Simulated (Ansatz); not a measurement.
The same group exchange along the group B, Al, Ga, In.

Isolated molecules relaxed with PBE0-D4/def2-TZVP in Ansatz; ΔE leaves out vibrations. CBS: MP2 limit from def2 TZ/QZ plus the TZ coupled-cluster correction, frozen cores. def2 core potentials past Kr. For Ga, In outer-core shells are correlated without core-valence functions, which leaves a few kJ/mol of doubt a bond. Scalar relativity is left out up to krypton. Each species was taken in one conformer, which may not be the lowest.

Task: Order these by ΔE at CCSD(T)/CBS, lowest first. (Best estimate.)
A. `[CH3][Al]([OH])[OH]` + `OC(F)Cl` → `[OH][Al]([OH])[OH]` + `CC(F)Cl`
B. `[CH3][Ga]([OH])[OH]` + `OC(F)Cl` → `[OH][Ga]([OH])[OH]` + `CC(F)Cl`
C. `[CH3][In]([OH])[OH]` + `OC(F)Cl` → `[OH][In]([OH])[OH]` + `CC(F)Cl`

Result: A (-150.3 kJ/mol), B (-70.8 kJ/mol), C (-46.7 kJ/mol).

Largest T1 diagnostic: 0.017, for `[OH][In]([OH])[OH]`.
